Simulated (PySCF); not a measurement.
NbO2Br, SMILES [Br][Nb](=[O])=[O], multiplicity 1.

The structure is a stationary point at B3LYP-D3(BJ)/def2-SVP. The multiplicity is an assumed one; other spin states were not compared. The def2 effective core potentials stand for the cores of Nb; spin–orbit coupling is left out.

These are PySCF with B3LYP-D3(BJ)/def2-SVP values and carry that method's errors.

Frequencies are harmonic and unscaled.

| mode | ν (cm⁻¹) | IR (km/mol) | moving atoms (share of kinetic energy) |
|---|---|---|---|
| 1 | 121 | 41.0 | O 64 %, Nb 23 %, Br 13 % |
| 2 | 147 | 2.2 | O 75 %, Nb 15 %, Br 10 % |
| 3 | 262 | 33.7 | Br 45 %, Nb 29 %, O 26 % |
| 4 | 368 | 19.1 | O 67 %, Nb 26 % |
| 5 | 980 | 211.6 | O 81 %, Nb 19 % |
| 6 | 1019 | 128.3 | O 88 %, Nb 12 % |
